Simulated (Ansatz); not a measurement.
Compare A (`BO[SiH2]SC`) with its isomer B (`CSBO[SiH3]`).

Program: Ansatz. Geometries: PBE0-D4/def2-TZVP. ΔE: electronic, gas phase. CCSD(T)/CBS adds triple-zeta CCSD(T) − MP2 to the extrapolated MP2 energy (def2 sets, frozen cores). DFT in def2-TZVPP. One conformer a species, not always the lowest.

Which isomer does CCSD(T)/CBS put lower? Give the gap. (Estimate.)

The calculation gave: B, by 3.7 kcal/mol.

Give E(B) − E(A) in kcal/mol with CCSD/def2-TZVPP, PBE0-D4, PBE-D4, CCSD(T)/def2-TZVPP, HF/def2-TZVPP, r2SCAN-D4, B2PLYP. (Best estimate.)

Computed: CCSD/def2-TZVPP -4.2, PBE0-D4 -4.4, PBE-D4 -4.9, CCSD(T)/def2-TZVPP -4.5, HF/def2-TZVPP -3.4, r2SCAN-D4 -5.0, B2PLYP -4.4. None reverses the order clearly.

Largest T1 diagnostic: 0.013.
